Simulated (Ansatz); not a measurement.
Gas-phase electronic energies from Ansatz, PBE0-D4/def2-TZVP geometries. CCSD(T)/CBS is the MP2 limit (def2-TZVPP, def2-QZVPP) plus CCSD(T) − MP2 in def2-TZVPP, frozen cores. This one scheme is used for every species. Functionals use def2-TZVPP. B3LYP here is the variant with VWN-RPA as its local correlation; programs differ in this. Open shells (•) are unrestricted, without spin–orbit coupling. One conformer a species, not always the lowest.

Consider the homolysis of the B–C bond: `CB(S)CF` → `C[B]S`• + `[CH2]F`•.

Q: What is ΔE at CCSD(T)/CBS? (Best estimate.)

A: Ansatz gave: +103.6 kcal/mol.

Q: What do these levels give: PBE-D4, PBE0-D4, B3LYP-D4, B2PLYP, PBE0, B3LYP, HF/def2-TZVPP, MP2/def2-TZVPP, HF/def2-QZVPP, SCS-MP2/def2-QZVPP, MP2/CBS(def2), CCSD/CBS(def2)? (An estimate is asked.)

A: The calculation gave: PBE-D4 99.4, PBE0-D4 99.6, B3LYP-D4 98.7, B2PLYP 99.0, PBE0 97.9, B3LYP 95.7, HF/def2-TZVPP 75.5, MP2/def2-TZVPP 104.7, HF/def2-QZVPP 75.2, SCS-MP2/def2-QZVPP 105.6, MP2/CBS(def2) 106.8, CCSD/CBS(def2) 101.7 kcal/mol.

Largest T1 diagnostic among the species: 0.015.

In def2-TZVPP, CCSD(T) changes the Hartree–Fock value by +26.0 kcal/mol (the triples alone add +1.9 kcal/mol) and MP2 by +29.2 kcal/mol; breaking electron pairs costs correlation energy, which Hartree–Fock lacks. The D4 term adds +3.0 kcal/mol with B3LYP and +1.6 kcal/mol with PBE0; it sums over pairs of atoms, weighted by their polarisabilities, and B3LYP, whose exchange is more repulsive, gets the larger term.
